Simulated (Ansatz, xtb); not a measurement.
**Ranking isomers of C6H7ClO**

4 gas-phase structures of C6H7ClO, from a drawn sample of its isomers (lower ones may exist). Each was relaxed with GFN2-xTB; where two conformers were screened, the lower at r2SCAN-D4/def2-SVP is listed:

A. `C=C(O)CC1(Cl)C=C1`, a singlet
B. `C/C(O)=C\C1(Cl)C=C1`, a singlet
C. `C/C(O)=C/C1(Cl)C=C1`, a singlet
D. `CC(=O)CC1(Cl)C=C1`, a singlet

Task: Make a reasoned guess at their ranking by r2SCAN-D4/def2-SVP single-point energy.

Result: Calculated order at r2SCAN-D4/def2-SVP: D (0.0), C (7.4), A (11.8), B (13.8) kcal/mol.

Energies above the lowest of each column, in kcal/mol; the last columns are at PBE0-D3(BJ)/def2-SVP geometries:

```json
{"structure": "D", "GFN2-xTB": "0.0", "HF/STO-3G": "0.0", "r2SCAN-D4/def2-SVP": "0.0", "PBE0-D3(BJ)/def2-SVP": "0.0", "CCSD(T)/def2-SVP + ΔMP2/def2-TZVPP": "0.0"}
{"structure": "C", "GFN2-xTB": "4.7", "HF/STO-3G": "14.6", "r2SCAN-D4/def2-SVP": "7.4", "PBE0-D3(BJ)/def2-SVP": "7.7", "CCSD(T)/def2-SVP + ΔMP2/def2-TZVPP": "8.7"}
{"structure": "A", "GFN2-xTB": "10.2", "HF/STO-3G": "20.3", "r2SCAN-D4/def2-SVP": "11.8", "PBE0-D3(BJ)/def2-SVP": "11.7", "CCSD(T)/def2-SVP + ΔMP2/def2-TZVPP": "11.1"}
{"structure": "B", "GFN2-xTB": "7.9", "HF/STO-3G": "18.3", "r2SCAN-D4/def2-SVP": "13.8", "PBE0-D3(BJ)/def2-SVP": "14.4", "CCSD(T)/def2-SVP + ΔMP2/def2-TZVPP": "13.1"}
```

Every level run on D puts it lowest or level with the lowest. Flexible structures stand in one conformer each, not always the lowest. The ΔMP2 step shifts differences by up to 3.8 kcal/mol, which makes them less sure. ΔMP2 is the change of the MP2 energy from the smaller to the larger basis.

Over these structures GFN2-xTB departs from r2SCAN-D4/def2-SVP by 1.7 kcal/mol on average once a common shift is removed. A GFN2-xTB relaxation took about 0.4 s and the r2SCAN-D4/def2-SVP energy about 6.6 s on a shared host (Ansatz 0.2.0, xtb 6.7.1).
